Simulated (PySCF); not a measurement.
A geometry optimisation on [AuCl4]-, `[Cl][Au-]([Cl])([Cl])[Cl]`.

Method: PBE0-D3(BJ)/def2-SVP geometry optimisation, gas phase, def2 core potentials past Kr (PySCF 2.14.0). Start geometry: GFN2-xTB. The input is one job of a driver script: a line of settings, then coordinates in Å.

Input:
```
{"job": {"xc": "PBE0", "basis": "def2-SVP", "d3": "d3bj", "grid": 1, "maxiter": 30, "shake": 0.03, "kind": "geom"}, "charge": -1, "multiplicity": 1}
Au     0.061420    -0.076870     0.031090
Cl     2.252610    -0.039140    -0.007080
Cl    -0.036580     2.261070    -0.021320
Cl    -2.168270     0.033660    -0.018860
Cl    -0.034340    -2.289190    -0.045950
```

Problem. Estimate the output.

Solution. 
```
step   0  E = -1975.52610428  max force = 0.046210
step   1  E = -1975.53682960  max force = 0.015037
step   2  E = -1975.53572224  max force = 0.008428
step   3  E = -1975.53830556  max force = 0.002360
step   4  E = -1975.53852773  max force = 0.000989
step   5  E = -1975.53853581  max force = 0.000500
step   6  E = -1975.53853877  max force = 0.000065
optimisation converged
```

Energies in Eh; «max force» is the largest Cartesian gradient component in Eh/bohr.

Problem. At which steps does the energy rise by more than 1e-5 Eh?

Solution. At step 2 (+1.11 mEh).

Problem. How much energy does the optimisation release, in eV?

Solution. E(step 0) − E(last step) = 0.012434 Eh, which is 0.338 eV.

In short: final energy -1975.53854 Eh after 6 steps.

The run took 30 s on an Intel Xeon 6975P-C with one thread, no GPU, on a shared host, and the process peaked at 0.41 GiB of memory.
Labels such as C1 count atoms from 1, the log's own numbers from 0.
